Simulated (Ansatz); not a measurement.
Input file for Ansatz (a quantum-chemistry and plane-wave program): U-r2SCAN/def2-TZVPP on HOPt (SMILES [OH][Pt]), 2S+1 = 2, a spin state set in the input, which need not be the lowest. Elements past Kr take the def2 small-core potentials; no spin–orbit coupling.

Ansatz 0.2 input:
```yaml
crystal:
  periodic: [false, false, false]
  atoms:
    - {symbol: Pt, position_ang: [-0.93315680, -0.64185547, -0.81053712]}
    - {symbol: O, position_ang: [0.47324307, -0.13831667, 0.32071780]}
    - {symbol: H, position_ang: [0.42674501, 0.82754374, 0.41949969]}
basis:
  gaussian:
    orbitals: def2-TZVPP
hamiltonian:
  xc: {name: r2SCAN}
magnetization: {spin_polarized: true, initial_magnetization: 1}
```

Output:

```
WARN ansatz: RAYON_NUM_THREADS=1 ignored (pool sized by the plan → 1); use --threads N
Functional definition: r2SCAN
integrals: 0.02 GiB planned
582 factors; their error is unknown
mean field: 0.32 GiB planned
mean field evaluation 1: about -5303.4393 eV, gradient 4.4e1 eV
mean field evaluation 2: about -5197.5258 eV, gradient 1.4e2 eV
mean field evaluation 4: about -5309.1195 eV, gradient 1.7e1 eV
mean field evaluation 8: about -5310.2270 eV, gradient 2.7e-1 eV
mean field evaluation 16: about -5310.2184 eV, gradient 4.4e-2 eV
mean field evaluation 32: about -5310.5921 eV, gradient 2.7e-5 eV
mean field evaluation 64: about -5310.1639 eV, gradient 1.7e0 eV
mean field evaluation 96: about -5310.2519 eV, gradient 8.5e-1 eV
mean field evaluation 128: about -5310.1037 eV, gradient 5.3e-1 eV
mean field -5310.59212296 eV, -195.1606608703 hartree, gradient 5.9e-6 eV, S^2 0.776338; 10 other end points of the search recorded, 0 dependent functions left out
reference -5310.59213747 eV, -195.1606614035 hartree; 14, 13 occupied and 87, 88 virtual orbitals, 582 factors
Total energy: -5310.59213747 eV, -195.1606614035 hartree
```

Self-consistency was reached.

Cost: very roughly 21 core-seconds.
